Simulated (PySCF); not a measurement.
Computed shifts of a molecule C2H9ClOSi2, PBE0/pcSseg-1 (PySCF), GIAO, gas phase, atoms alike by connectivity averaged where their shifts nearly agree, in ppm (number of nuclei): ¹³C: 57.3 (1), -9.8 (1). ²⁹Si: 16.7 (1), -69.5 (1). ¹H: 6.06 (1), 4.12 (2), 4.04 (3), 0.57 (3). References: ¹³C against TMS (σ = 186.3 ppm); ¹⁷O against H2O (σ = 334.2 ppm); ²⁹Si against TMS (σ = 352.7 ppm); ³⁵Cl against HCl (σ = 945.9 ppm); ¹H against TMS (σ = 31.56 ppm), references at their B3LYP-D3(BJ)/def2-TZVP geometries, non-relativistic (without spin–orbit terms, shifts of atoms bonded to Cl or Br come out too high). Coordinates come from a r2SCAN-D4/def2-SVP optimisation. One conformer was computed; it need not be the lowest.

Which molecule gave these data?
A) C[C@H](O)[SiH2][SiH2]Cl
B) C[SiH2][C@H](O)[SiH2]Cl
C) C[C@H]([SiH2]O)[SiH2]Cl
D) CO[Si@H](Cl)[SiH2]C

D, CO[Si@H](Cl)[SiH2]C
